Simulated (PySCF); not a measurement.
## InH⁻: one state, many levels of theory

State: ²Π (doublet), unpaired electrons π ↑. Set-up: In def2-TZVPPD with ECP28, H def2-TZVPPD; scalar-relativistic core potentials (PySCF 2.14). De refers to In + H⁻ in their high-spin ground configurations, without counterpoise correction. The functionals are run spin-unrestricted. A positive dipole points towards H; it is taken about the centre of mass and depends on that origin.

| Level | Re (Å) | ωe (cm⁻¹) | De (eV) | μ (D) | CPU s a point (SCF and correlation, without the integrals) |
| --- | --- | --- | --- | --- | --- |
| UHF-CCSD | 1.880 | 1295 | n/a | n/a | n/a |
| UHF-CCSD(T) | 1.881 | 1287 | n/a | n/a | 22 |
| r²SCAN | 1.890 | 1258 | n/a | -1.03 | 1.1 |
| M06-L | 1.922 | 1195 | n/a | -0.90 | 1.2 |
| r²SCANh | 1.885 | 1273 | n/a | -1.00 | 1.4 |
| ωB97M-V | 1.883 | 1271 | n/a | -1.06 | 7.7 |

The bond length runs from 1.880 Å (UHF-CCSD) to 1.922 Å (M06-L).

Correlated steps freeze 4 core orbitals. Spin–orbit coupling is left out, which matters for elements this heavy, above all for dissociation energies. The highest Kohn–Sham level is positive in this anion. Much of that is self-interaction error, but it also means that the finite basis helps to hold the extra electron. The state was picked by a PBE0 search and need not be the measured ground state.

The whole job (state search and all levels along the bond) took about 7.4 min on 1 thread of Intel Xeon Platinum 8259CL @ 2.50GHz (shared host), peak memory 1.6 GiB.
